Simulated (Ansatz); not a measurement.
TaSi3⁻. The state is a quintet with charge -1. Geometry PBE-D4/def2-SVPD.

```xyz
4

Ta   -1.632    1.421    0.172
Si    0.784    0.756    0.486
Si    1.547   -1.350   -0.157
Si   -0.698   -0.827   -0.501
```

In the def2 sets Ta takes a core potential; there is no spin–orbit coupling. At PBE-D4/def2-TZVPD, r2SCANh-D4/def2-TZVPD the highest occupied level of the charge -1 quintet lies above zero (up to 0.58 eV). The electron is either unbound and held by the finite basis, or the level is raised by self-interaction error. At PBE0-D4/def2-TZVPD a triplet of charge -1 lies 0.59 eV below the quintet, each at its own geometry. The structure comes from a short search, and lower isomers may exist.

(1) Estimate the α-spin orbital energies around the gap (eV) in Ansatz with PBE-D4/def2-TZVPD, r2SCANh-D4/def2-TZVPD, PBE0-D4/def2-TZVPD, r2SCAN0-D4/def2-TZVPD, CAM-B3LYP-D4/def2-TZVPD.

## Answers

(1) 
```
orbital  PBE-D4/def2-TZVPD  r2SCANh-D4/def2-TZVPD  PBE0-D4/def2-TZVPD  r2SCAN0-D4/def2-TZVPD  CAM-B3LYP-D4/def2-TZVPD
 HOMO−5              -1.26                  -1.60               -2.01                  -2.05                    -2.96
 HOMO−4              -1.18                  -1.58               -1.93                  -2.04                    -2.94
 HOMO−3              -0.28                  -0.76               -1.10                  -1.21                    -2.01
 HOMO−2               0.10                  -0.44               -0.82                  -1.01                    -1.85
 HOMO−1               0.25                  -0.30               -0.55                  -0.78                    -1.50
   HOMO               0.58                   0.05               -0.34                  -0.47                    -1.31
   LUMO               0.85                   1.23                1.50                   1.60                     2.52
 LUMO+1               1.11                   1.44                1.67                   1.75                     2.56
 LUMO+2               1.38                   1.49                1.78                   1.76                     2.69
 LUMO+3               2.17                   2.54                2.85                   2.92                     3.84
 LUMO+4               2.62                   3.06                3.18                   3.35                     4.01
 LUMO+5               3.19                   3.71                3.66                   3.97                     4.44
 β HOMO              -0.87                  -1.11               -1.54                  -1.52                    -2.50
 β LUMO               1.03                   1.67                1.65                   1.90                     2.05
```
